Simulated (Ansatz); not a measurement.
Reaction (homolysis of the Cl–Ga bond): `[NH2][Ga]([Cl])[O][SiH3]` → Cl• + `[NH2][Ga][O][SiH3]`•

Computed with Ansatz on PBE0-D4/def2-TZVP structures; ΔE is electronic, products minus reactants. CBS: MP2 limit from def2 TZ/QZ plus the TZ coupled-cluster correction, frozen cores. This one scheme is used for every species, atoms too. No spin–orbit coupling; open shells (•) take unrestricted orbitals. Spin–orbit coupling would lower the free atoms: a little for Cl. Bonds to Ga are less sure, by a few kJ/mol each and by 10 to 20 or more in all where they break to atoms, as the def2 sets lack core-valence functions. Scalar relativity is left out up to krypton. One conformer a species, not always the lowest.

| species | SCS-MP2/def2-TZVPP energy (Eh) |
| --- | --- |
| `[NH2][Ga]([Cl])[O][SiH3]` | -2805.12054 |
| Cl• | -459.63520 |
| `[NH2][Ga][O][SiH3]`• | -2345.31517 |

(1) Work out ΔE.

Largest T1 diagnostic among the species: 0.016.

Results:

(1) ΔE = (-459.63520) + (-2345.31517) − (-2805.12054) = 0.17017 Eh = +446.8 kJ/mol. CCSD(T)/CBS gives +455.7 kJ/mol.

At CCSD(T), def2-SVP lies −32.6 kJ/mol from the extrapolated value and def2-TZVPP −17.6 kJ/mol: correlation converges slowly with the basis, and small sets miss more of it in the bonded molecule than in its fragments. The D4 term adds +12.1 kJ/mol with B3LYP and +6.7 kJ/mol with PBE0; it sums over pairs of atoms, weighted by their polarisabilities, and B3LYP, whose exchange is more repulsive, gets the larger term. From PBE to PBE0 (25 % exact exchange), in def2-TZVPP and without D4, ΔE moves by +6.1 kJ/mol.

B3LYP here is the variant with VWN-RPA as its local correlation; programs differ in this.
